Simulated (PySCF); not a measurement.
Ligands exchanged one at a time, In F-CH3. Isolated molecules, 0 K electronic values unless said otherwise. Strings in code marks are SMILES.

The dipole moment from two functionals at the same geometries (B3LYP-D3(BJ)/def2-TZVP), both in PySCF: PBE-D3(BJ)/def2-TZVP and B3LYP-D3(BJ)/def2-TZVP. B3LYP has the VWN-RPA correlation part, as in Gaussian. 

```
species                                           B3LYP-D3(BJ)/def2-TZVP (D)
------------------------------------------------  --------------------------
0 of 3 F replaced by CH3 (`[F][In]([F])[F]`)                            0.00
1 of 3 F replaced by CH3 (`[CH3][In]([F])[F]`)                          4.72
2 of 3 F replaced by CH3 (`[CH3][In]([CH3])[F]`)                        3.76
3 of 3 F replaced by CH3                                                0.01
```

Question: What does PBE-D3(BJ)/def2-TZVP give for each?

Answer: 
- 0 of 3 F replaced by CH3 (`[F][In]([F])[F]`): 0.00
- 1 of 3 F replaced by CH3 (`[CH3][In]([F])[F]`): 4.52
- 2 of 3 F replaced by CH3 (`[CH3][In]([CH3])[F]`): 3.59
- 3 of 3 F replaced by CH3: 0.00
Over these rows, drawn at random from the members with no instability flagged (it was tested for open shells, ions and some series alone), PBE minus B3LYP-D3(BJ): mean -0.10 D, from -0.21 D to 0.00 D.
